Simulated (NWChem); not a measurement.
System: C2H2F, doublet; SMILES C=[C]F

The following NWChem deck was run.

```
start job
memory heap 200 mb stack 900 mb global 1100 mb
geometry units angstroms noautosym nocenter noautoz
  C      0.131071     1.206561     0.000000
  C     -0.419632     0.009246     0.000000
  F      0.121562    -1.170726     0.000000
  H      1.222082     1.320755     0.000000
  H     -0.498726     2.096839     0.000000
end
basis spherical
  * library 6-31g*
end
dft
  odft
  mult 2
  xc pbe0
  iterations 150
end
cosmo
  do_cosmo_smd true
  solvent dmf
end
task dft energy
```

Parts of the log:

```
             Northwest Computational Chemistry Package (NWChem) 7.3.0
             --------------------------------------------------------

                             Geometry "geometry" -> ""
                             -------------------------

 Output coordinates in angstroms (scale by  1.889725989 to convert to a.u.)

  No.       Tag          Charge          X              Y              Z
 ---- ---------------- ---------- -------------- -------------- --------------
    1 C                    6.0000     0.13107100     1.20656100     0.00000000
    2 C                    6.0000    -0.41963200     0.00924600     0.00000000
    3 F                    9.0000     0.12156200    -1.17072600     0.00000000
    4 H                    1.0000     1.22208200     1.32075500     0.00000000
    5 H                    1.0000    -0.49872600     2.09683900     0.00000000

 Effective nuclear repulsion energy (a.u.)      60.7852936032

                                 NWChem DFT Module
                                 -----------------

 Summary of "ao basis" -> "ao basis" (spherical)
 ------------------------------------------------------------------------------
       Tag                 Description            Shells   Functions and Types
 ---------------- ------------------------------  ------  ---------------------
 C                           6-31g*                  6       14   3s2p1d
 F                           6-31g*                  6       14   3s2p1d
 H                           6-31g*                  2        2   2s

 in cosmo_initialize ...
 calling solv_data for solv:dmf

 solvent parameters
 solvname_short: dmf
 solvname_long:  N,N-dimethylformamide
 dielec:       37.2190
 dielecinf:     2.0463
 nonaqueous SMD model solvent descriptors
 dielec:       37.2190
 sola:          0.0000
 solb:          0.7400
 solc:          0.0000
 solg:         49.5600
 solh:          0.0000
 soln:          1.4305

          ---------------
          -cosmo- solvent
          ---------------
 Cosmo: York-Karplus, doi: 10.1021/jp992097l
 dielectric constant -eps-     =  37.22
 screen = (eps-1)/(eps    )    =   0.97313
 surface charge correction     = lagrangian

   van der Waals surface
 --------------------------

 ---------- ATOMIC COORDINATES (A.U.) ------------ VDWR(ANG.) --
     1    0.24768828    2.28006968    0.00000000     1.850
     2   -0.79298950    0.01747241    0.00000000     1.850
     3    0.22971887   -2.21235135    0.00000000     1.730
     4    2.30940012    2.49586505    0.00000000     1.200
     5   -0.94245548    3.96245115    0.00000000     1.200
 number of segments per atom =        128
 number of   points per atom =        128
 atom (   nspa,  nppa )
 ----------------------
    1 (     70,     0 )       0
    2 (     60,     0 )       0
    3 (     88,     0 )       0
    4 (     54,     0 )       0
    5 (     56,     0 )       0
 number of -cosmo- surface points =      328
 molecular surface =     73.851 angstrom**2
 molecular volume  =     53.659 angstrom**3
 -lineq- algorithm             =   0
 -bem- low  level              =   3
 -bem- from -octahedral-
 gaussian surface charge width =   4.50000
 degree of switching           =   1.00000
 switching function tolerance  =   0.00010
 atomic radii =
 --------------
    1  6.000  1.850
    2  6.000  1.850
    3  9.000  1.730
    4  1.000  1.200
    5  1.000  1.200
 ...... end of -cosmo- initialization ......

 nat:                     5
 ixmem:                  1509
 calling mnsol_interface()
 G(SMD-CDS) energy (kcal/mol)  =     2.486
 SMD-CDS SASA (angstrom**2)    =    91.230

            General Information
            -------------------
          SCF calculation type: DFT
          Wavefunction type:  spin polarized.
          No. of atoms     :     5
          No. of electrons :    23
           Alpha electrons :    12
            Beta electrons :    11
          Charge           :     0
          Spin multiplicity:     2
          Use of symmetry is: off; symmetry adaption is: off
          Maximum number of iterations: 150
          AO basis - number of functions:    46
                     number of shells:    22
          Convergence on energy requested:  1.00D-06
          Convergence on density requested:  1.00D-05
          Convergence on gradient requested:  5.00D-04

              XC Information
              --------------
                         PBE0 Method XC Functional
                     Hartree-Fock (Exact) Exchange  0.250
          PerdewBurkeErnzerhof Exchange Functional  0.750
            Perdew 1991 LDA Correlation Functional  1.000 local
           PerdewBurkeErnz. Correlation Functional  1.000 non-local

             Grid Information
             ----------------
          Grid used for XC integration:  medium
          Radial quadrature: Mura-Knowles
          Angular quadrature: Lebedev.
          Tag              B.-S. Rad. Rad. Pts. Rad. Cut. Ang. Pts.
          ---              ---------- --------- --------- ---------
          C                   0.70       49           7.0       434
          F                   0.50       49           9.0       434
          H                   0.35       45           7.0       434
          Grid pruning is: on
          Number of quadrature shells:   237
          Spatial weights used:  Erf1

      Superposition of Atomic Density Guess
      -------------------------------------

 Sum of atomic energies:        -175.68930540

      Non-variational initial energy
      ------------------------------

 Total energy =    -176.796138
 1-e energy   =    -361.458858
 2-e energy   =     123.877427
 HOMO         =      -0.148155
 LUMO         =       0.095368

[...]

                                COSMO-SMD solvation results
                                ---------------------------

             internal energy in gas <Psi(g)|H|Psi(g)> =      -176.941264249372
         internal energy in solvent <Psi(s)|H|Psi(s)> =      -176.940943558779
                               delta internal energy  =         0.000320690593 (    0.20 kcal/mol)
   total free energy in solvent <Psi(s)|H+V/2|Psi(s)> =      -176.943941329855
 polarization energy contribution <Psi(s)|V/2|Psi(s)> =        -0.002997771076 (   -1.88 kcal/mol)
    total free energy in solvent including G(SMD-CDS) =      -176.939980056681
                       G(SMD-CDS) energy contribution =         0.003961273174 (    2.49 kcal/mol)
     1 M fixed-concentration free energy of solvation =         0.001284192691 (    0.81 kcal/mol)

                    DFT Final Alpha Molecular Orbital Analysis
                    ------------------------------------------

 Vector   10  Occ=1.000000D+00  E=-4.320589D-01
              MO Center=  7.2D-02,  9.3D-01,  7.4D-11, r^2= 2.2D+00
   Bfn.  Coefficient  Atom+Function         Bfn.  Coefficient  Atom+Function
  ----- ------------  ---------------      ----- ------------  ---------------
     3      0.304840  1 C  px                 4     -0.278868  1 C  py
    45     -0.249442  5 H  s                 32     -0.230303  3 F  py
    31     -0.227381  3 F  px                46     -0.185130  5 H  s
    43      0.173587  4 H  s                 35     -0.156406  3 F  px
    36     -0.155651  3 F  py                 7      0.128175  1 C  px

 Vector   11  Occ=1.000000D+00  E=-2.814455D-01
              MO Center= -9.0D-02,  4.7D-01, -6.2D-10, r^2= 1.6D+00
   Bfn.  Coefficient  Atom+Function         Bfn.  Coefficient  Atom+Function
  ----- ------------  ---------------      ----- ------------  ---------------
    19      0.396423  2 C  pz                 5      0.393172  1 C  pz
     9      0.303641  1 C  pz                33     -0.273278  3 F  pz
    23      0.225424  2 C  pz                37     -0.218403  3 F  pz
    25      0.026501  2 C  d -1

 Vector   12  Occ=1.000000D+00  E=-2.724429D-01
              MO Center= -4.5D-01, -1.7D-03,  6.4D-10, r^2= 1.6D+00
   Bfn.  Coefficient  Atom+Function         Bfn.  Coefficient  Atom+Function
  ----- ------------  ---------------      ----- ------------  ---------------
    17      0.508586  2 C  px                20     -0.479977  2 C  s
    31     -0.316153  3 F  px                21      0.303067  2 C  px
    35     -0.256742  3 F  px                44     -0.186541  4 H  s
     3     -0.167866  1 C  px                 6      0.159387  1 C  s
    16     -0.134942  2 C  s                 43     -0.133329  4 H  s

 Vector   13  Occ=0.000000D+00  E= 2.937652D-02
              MO Center= -1.3D-01,  5.9D-01,  2.5D-10, r^2= 1.9D+00
   Bfn.  Coefficient  Atom+Function         Bfn.  Coefficient  Atom+Function
  ----- ------------  ---------------      ----- ------------  ---------------
     9      0.637109  1 C  pz                23     -0.590026  2 C  pz
    19     -0.488856  2 C  pz                 5      0.405879  1 C  pz
    37      0.194904  3 F  pz                33      0.192353  3 F  pz

 Vector   14  Occ=0.000000D+00  E= 1.379556D-01
              MO Center= -2.0D-01,  8.2D-01,  2.1D-10, r^2= 3.2D+00
   Bfn.  Coefficient  Atom+Function         Bfn.  Coefficient  Atom+Function
  ----- ------------  ---------------      ----- ------------  ---------------
    46      1.267613  5 H  s                  7      0.657761  1 C  px
    44     -0.655126  4 H  s                 20      0.611362  2 C  s
    34     -0.537451  3 F  s                 22     -0.472181  2 C  py
     8     -0.422005  1 C  py                 6     -0.341472  1 C  s
    36     -0.334737  3 F  py                32     -0.264914  3 F  py

 Vector   15  Occ=0.000000D+00  E= 1.569997D-01
              MO Center=  6.5D-01,  1.6D+00, -4.0D-11, r^2= 3.0D+00
   Bfn.  Coefficient  Atom+Function         Bfn.  Coefficient  Atom+Function
  ----- ------------  ---------------      ----- ------------  ---------------
     6      1.825686  1 C  s                 44     -1.609469  4 H  s
    46     -1.108819  5 H  s                  8      0.578617  1 C  py
     7      0.492532  1 C  px                20      0.204713  2 C  s
     4      0.193742  1 C  py                 2      0.179196  1 C  s
     3      0.165474  1 C  px                22     -0.144013  2 C  py

                     DFT Final Beta Molecular Orbital Analysis
                     -----------------------------------------

 Vector    9  Occ=1.000000D+00  E=-4.845173D-01
              MO Center=  2.2D-01,  4.8D-01, -1.0D-10, r^2= 2.0D+00
   Bfn.  Coefficient  Atom+Function         Bfn.  Coefficient  Atom+Function
  ----- ------------  ---------------      ----- ------------  ---------------
     3      0.304621  1 C  px                32      0.262157  3 F  py
    31      0.212021  3 F  px                43      0.204757  4 H  s
    18     -0.202338  2 C  py                 4      0.194023  1 C  py
    16     -0.169389  2 C  s                 36      0.167077  3 F  py
     7      0.166033  1 C  px                35      0.148233  3 F  px

 Vector   10  Occ=1.000000D+00  E=-4.242856D-01
              MO Center=  1.0D-01,  8.9D-01,  7.6D-11, r^2= 2.2D+00
   Bfn.  Coefficient  Atom+Function         Bfn.  Coefficient  Atom+Function
  ----- ------------  ---------------      ----- ------------  ---------------
     3      0.318686  1 C  px                 4     -0.259649  1 C  py
    45     -0.240818  5 H  s                 31     -0.238626  3 F  px
    32     -0.229658  3 F  py                43      0.179490  4 H  s
    46     -0.180171  5 H  s                 35     -0.167088  3 F  px
    36     -0.157134  3 F  py                 7      0.139462  1 C  px

 Vector   11  Occ=1.000000D+00  E=-2.744640D-01
              MO Center= -3.6D-02,  6.4D-01, -1.9D-10, r^2= 1.6D+00
   Bfn.  Coefficient  Atom+Function         Bfn.  Coefficient  Atom+Function
  ----- ------------  ---------------      ----- ------------  ---------------
     5      0.442338  1 C  pz                 9      0.359755  1 C  pz
    19      0.336198  2 C  pz                33     -0.239995  3 F  pz
    37     -0.189329  3 F  pz                23      0.176271  2 C  pz
    25      0.028507  2 C  d -1

 Vector   12  Occ=0.000000D+00  E=-6.794509D-02
              MO Center= -5.8D-01,  1.7D-02,  4.0D-10, r^2= 1.5D+00
   Bfn.  Coefficient  Atom+Function         Bfn.  Coefficient  Atom+Function
  ----- ------------  ---------------      ----- ------------  ---------------
    20      0.578584  2 C  s                 17     -0.463165  2 C  px
    21     -0.354415  2 C  px                44      0.318029  4 H  s
    31      0.255887  3 F  px                35      0.229746  3 F  px
     6     -0.203185  1 C  s                  4      0.134879  1 C  py
    16      0.117010  2 C  s                 43      0.112745  4 H  s

 Vector   13  Occ=0.000000D+00  E= 5.147415D-02
              MO Center= -1.8D-01,  4.5D-01,  1.7D-10, r^2= 1.9D+00
   Bfn.  Coefficient  Atom+Function         Bfn.  Coefficient  Atom+Function
  ----- ------------  ---------------      ----- ------------  ---------------
    23     -0.632237  2 C  pz                 9      0.599265  1 C  pz
    19     -0.517401  2 C  pz                 5      0.367874  1 C  pz
    33      0.209394  3 F  pz                37      0.207839  3 F  pz
    11      0.029810  1 C  d -1

 Vector   14  Occ=0.000000D+00  E= 1.492352D-01
              MO Center= -4.0D-01,  1.4D+00,  2.1D-10, r^2= 3.1D+00
   Bfn.  Coefficient  Atom+Function         Bfn.  Coefficient  Atom+Function
  ----- ------------  ---------------      ----- ------------  ---------------
    46      1.696626  5 H  s                  6     -1.179563  1 C  s
     8     -0.637702  1 C  py                20      0.491380  2 C  s
     7      0.439261  1 C  px                34     -0.391223  3 F  s
    22     -0.288889  2 C  py                36     -0.258223  3 F  py
    32     -0.209005  3 F  py                 2     -0.190599  1 C  s

   alpha - beta orbital overlaps
   -----------------------------

   alpha      1      2      3      4      5      6      7      8      9     10
    beta      1      2      3      4      5      6      8      7      9     10
 overlap   1.000  1.000  1.000  1.000  0.996  0.987  0.857  0.999  0.858  0.997

   alpha     11     12     13     14     15     16     17     18     19     20
    beta     11     12     13     14     15     16     17     18     19     20
 overlap   0.994  0.978  0.993  0.891  0.891  0.997  0.997  0.938  0.988  0.789

   alpha     21     22     23     24     25     26     27     28     29     30
    beta     21     22     23     24     25     26     27     28     29     30
 overlap   0.819  0.988  0.981  0.997  0.995  0.997  0.998  0.998  1.000  0.998

   alpha     31     32     33     34     35     36     37     38     39     40
    beta     31     32     33     34     35     36     37     38     39     40
 overlap   0.982  0.978  0.995  0.996  0.999  0.998  0.994  0.999  0.996  0.998

   alpha     41     42     43     44     45     46
    beta     41     42     43     44     45     46
 overlap   0.998  0.999  1.000  0.998  0.998  0.999

     --------------------------
     Expectation value of S2:
     --------------------------
      <S2> =      0.7643 (Exact =     0.7500)

     Multipole analysis of the density
     ---------------------------------

[...]
```

Level: PBE0/6-31G* (spherical d), spin-unrestricted, SMD on the gas-phase geometry. In the optimisation the excess spin sits in a' (Cs, its own frame). Coordinates come from a PBE0/def2-SVP, spin-unrestricted optimisation. No stability test was run on the SCF state. Solvent: N,N-dimethylformamide.
